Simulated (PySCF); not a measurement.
C2H3O2, SMILES C([CH2])(=O)O, multiplicity 2. Atoms are numbered in the order given.

```xyz
7

C      0.2571     1.3883     0.0000
C     -0.1087    -0.0180     0.0000
O     -1.2608    -0.4432     0.0000
O      0.9789    -0.8447     0.0000
H      1.3100     1.7038     0.0000
H     -0.5520     2.1303     0.0000
H      0.6074    -1.7530     0.0000
```
Charge 0, spin multiplicity 2.

Coordinates come from a PBE-D3(BJ)/def2-SVP optimisation. The isomer is the one that the SMILES or the coordinates give; other isomers of the formula were not compared. Other conformers were not sampled.

All values below come from PBE-D3(BJ)/def2-SVP (PySCF).

Frequencies are harmonic and unscaled.

Computed normal modes with their intensities:
| mode | ν (cm⁻¹) | IR (km/mol) | moving atoms (share of kinetic energy) |
|---|---|---|---|
| 1 | 284 | 0.4 | H 95 % |
| 2 | 409 | 4.4 | O 40 %, H 34 %, C 26 % |
| 3 | 543 | 65.4 | H 73 %, C 26 % |
| 4 | 569 | 39.3 | O 58 %, C 23 %, H 19 % |
| 5 | 637 | 15.9 | H 74 %, C 16 %, O 10 % |
| 6 | 745 | 67.2 | C 64 %, H 25 %, O 11 % |
| 7 | 902 | 23.9 | O 44 %, C 30 %, H 26 % |
| 8 | 949 | 21.0 | H 53 %, C 35 %, O 11 % |
| 9 | 1160 | 187.3 | H 53 %, O 31 %, C 16 % |
| 10 | 1315 | 15.2 | H 62 %, C 33 % |
| 11 | 1413 | 70.6 | C 49 %, H 46 % |
| 12 | 1689 | 164.5 | C 64 %, O 33 % |
| 13 | 3104 | 0.4 | H 95 % |
| 14 | 3237 | 0.5 | H 89 %, C 11 % |
| 15 | 3637 | 59.0 | H 94 % |
